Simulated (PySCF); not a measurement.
**Mayer bond orders and bond lengths**

Compound: C5H9N3.
SMILES with atom numbers: `[CH3:1][CH2:2][c:3]1[n:4][n:5][cH:6][n:7]1[CH3:8]` (hydrogens: H9, H10, H11 on C1; H12, H13 on C2; H14 on C6; H15, H16, H17 on C8)

Cartesian coordinates in Å at the GFN2-xTB level; atoms count from 1:
```xyz
17
C5H9N3 angstrom
C      2.1184   -0.2574    0.4478
C      1.2639   -0.0811   -0.8092
C      0.0370    0.7017   -0.5187
N     -0.1100    1.9837   -0.6969
N     -1.3429    2.3294   -0.2928
C     -1.9349    1.2551    0.1270
N     -1.1121    0.1755    0.0123
C     -1.3961   -1.1859    0.3604
H      1.5730   -0.7917    1.2229
H      3.0180   -0.8199    0.2116
H      2.4063    0.7153    0.8376
H      0.9935   -1.0591   -1.2161
H      1.8343    0.4660   -1.5597
H     -2.9322    1.2026    0.5127
H     -0.8285   -1.4872    1.2438
H     -2.4592   -1.2858    0.5738
H     -1.1353   -1.8490   -0.4664
```

Bond orders from the PBE0/pcSseg-1 density (PySCF). Isolated species at its GFN2-xTB geometry (one conformer only). GFN2-xTB frequencies show an imaginary mode (27i cm⁻¹), so this geometry is no minimum at that level.

(1) How far do the computed orders between heavy atoms stray from the drawn ones?

(2) Set the Mayer orders of the bonds between heavy atoms beside their lengths.

Answers

(1) The largest departure is 0.429, at N7–C3 (drawn aromatic, 1.071), counting aromatic bonds as 1.5. The bonds drawn aromatic range from 1.07 to 1.65.

(2) 
```json
{"bond": "C1–C2", "drawn as": "single", "length (Å)": "1.530", "Mayer order": "1.040"}
{"bond": "C2–C3", "drawn as": "single", "length (Å)": "1.484", "Mayer order": "1.041"}
{"bond": "C3–N4", "drawn as": "aromatic", "length (Å)": "1.303", "Mayer order": "1.605"}
{"bond": "N4–N5", "drawn as": "aromatic", "length (Å)": "1.343", "Mayer order": "1.227"}
{"bond": "N5–C6", "drawn as": "aromatic", "length (Å)": "1.296", "Mayer order": "1.649"}
{"bond": "C6–N7", "drawn as": "aromatic", "length (Å)": "1.362", "Mayer order": "1.158"}
{"bond": "N7–C8", "drawn as": "single", "length (Å)": "1.434", "Mayer order": "0.910"}
{"bond": "N7–C3", "drawn as": "aromatic", "length (Å)": "1.371", "Mayer order": "1.071"}
```

By pair of heavy elements: C–C: all 2 within 0.02 of one another (1.040 to 1.041). C–N: lowest N7–C8 (0.910, 1.434 Å), highest N5–C6 (1.649, 1.296 Å).

And the bonds to hydrogen?

C–H: 0.93 to 0.97 (9 bonds).

Sum the orders of all bonds at each heavy atom with more than one neighbour and set the sums beside the valence in the SMILES.

C1 3.936 (drawn 4), C2 3.949 (drawn 4), C3 3.717 (drawn 4), N4 2.832 (drawn 3), N5 2.876 (drawn 3), C6 3.776 (drawn 4), N7 3.139 (drawn 3), C8 3.783 (drawn 4). Orders between atoms that aren't bonded are not in these sums.

Mayer orders depend on the basis set.
